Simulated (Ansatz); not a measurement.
Consider the ligand exchange at the Si–N bond: `[SiH3][SiH2]N[SiH2][SiH3]` + `SS` → `[SiH3][SiH2]SS` + `N[SiH2][SiH3]`.

Program: Ansatz. Geometries: PBE0-D4/def2-TZVP. ΔE: electronic, gas phase. CCSD(T)/CBS adds triple-zeta CCSD(T) − MP2 to the extrapolated MP2 energy (def2 sets, frozen cores). This one scheme is used for every species. Functionals use def2-TZVPP. Each species was taken in one conformer, which may not be the lowest.

`[SiH3][SiH2]N[SiH2][SiH3]`:

```xyz
16

Si   -1.965   -2.216    0.909
Si   -0.871   -0.784   -0.587
N    -0.800    0.821    0.053
Si    0.511    1.953    0.035
Si    2.542    0.910   -0.484
H    -1.189   -2.353    2.171
H    -3.307   -1.660    1.246
H    -2.156   -3.566    0.310
H    -1.557   -0.855   -1.912
H     0.535   -1.227   -0.796
H    -1.674    1.184    0.411
H     0.288    3.056   -0.947
H     0.626    2.604    1.372
H     2.560    0.381   -1.874
H     3.606    1.947   -0.365
H     2.852   -0.197    0.459
```

`SS`:

Z-matrix (Å, degrees):
```
S
S 1 2.046
H 1 1.347 2 98.6
H 2 1.347 1 98.6 3 -90.5
```

`[SiH3][SiH2]SS`:

```xyz
10

Si   -1.316   -1.373    0.699
Si   -0.158    0.310   -0.450
S     1.905    0.145    0.125
S     2.698    1.653   -1.041
H    -1.169   -1.187    2.166
H    -0.787   -2.710    0.322
H    -2.759   -1.304    0.344
H    -0.284    0.145   -1.921
H    -0.671    1.656   -0.076
H     2.540    2.665   -0.168
```

`N[SiH2][SiH3]`:

```xyz
10

N     0.216    0.592   -1.675
Si    0.714    0.514   -0.026
Si   -0.844   -0.764    1.166
H    -0.015   -0.256   -2.165
H     0.656    1.253   -2.296
H     0.758    1.908    0.493
H     2.072   -0.069    0.213
H    -1.012   -2.097    0.521
H    -2.174   -0.099    1.209
H    -0.372   -0.982    2.561
```

CCSD(T)/CBS gives -6.6 kJ/mol.

Another level gave -1.4 kJ/mol. Which?
A. BHLYP-D4/def2-TZVPP
B. BLYP-D4/def2-TZVPP
C. revPBE/def2-TZVPP
D. r2SCANh/def2-TZVPP

A. BHLYP-D4 -1.4, BLYP-D4 -7.0, revPBE -20.5, r2SCANh -11.1 kJ/mol.

Largest T1 diagnostic among the species: 0.013.

At CCSD(T), def2-SVP lies +5.4 kJ/mol from the extrapolated value and def2-TZVPP +3.2 kJ/mol. The D4 term adds +4.2 kJ/mol with B3LYP and +2.8 kJ/mol with PBE0; it sums over pairs of atoms, weighted by their polarisabilities, and B3LYP, whose exchange is more repulsive, gets the larger term.

CCSD(T)/CBS has its own doubt, a few kJ/mol and more with outer-core shells, so smaller differences from it don't rank the levels.

B3LYP here is the variant with VWN-RPA as its local correlation; programs differ in this.
